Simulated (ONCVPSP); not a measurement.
**Building the ONCV potential for Sm (PW91, non-relativistic).**

ONCVPSP 4.0.1 input, shortened (lines: element, Z, core and valence counts, functional; n l f; lmax; l rc ep ncon nbas qcut; lloc lpopt rc5 dvloc0; l nproj debl; icmod fcfact rcfact), PW91, non-relativistic:

```
  Sm 62.00    9    4  -109134      upf
    1    0    2.00
    2    0    2.00
    2    1    6.00
    3    0    2.00
    3    1    6.00
    3    2   10.00
    4    0    2.00
    4    1    6.00
    4    2   10.00
    4    3    6.00
    5    0    2.00
    5    1    6.00
    6    0    2.00
    3
    0    2.25    0.00    4    8    4.20
    1    2.40    0.00    4    8    5.40
    2    2.10    0.38    4    9    4.60
    3    0.90    0.00    4    9   20.30
    4    4    0.90    0.00
    0    2    2.20
    1    2    1.70
    2    1    1.60
    3    2    2.70
    0    0.00    0.00
```

In the d channel the program set the typed energies aside and used 0.050 Ha.

Poles of the logarithmic derivatives, all-electron (AE) and pseudo (PS). s: poles at -1.1, 4.0 (AE) and -1.1, 3.8 (PS) Ha. p: poles at -0.5, 3.9 (AE) and -0.5, 4.0 (PS) Ha. d: poles at 1.4 (AE) and 1.2, 3.1 (PS) Ha. f: poles at 3.0 (AE) and 3.0 (PS) Ha. Test radii: s 2.29, p 2.43, d 2.13, f 0.91 bohr.

- Cutoffs needed: 160 Ha and 177 Ha (the cutoffs (Ha) at which the residual kinetic energy of the hardest occupied pseudo-wave falls to 1 and 0.1 mHa per electron)
- Ghost test: ghosts flagged at negative energy: s at -119.6 eV; GHOST(+) flagged for p at 46.9 eV; a true bound ghost makes a file unfit for plane-wave use
- Configuration tests: tests left out (the all-electron energies of this program are off by 10 to 40 meV for near-neutral 4f atoms)
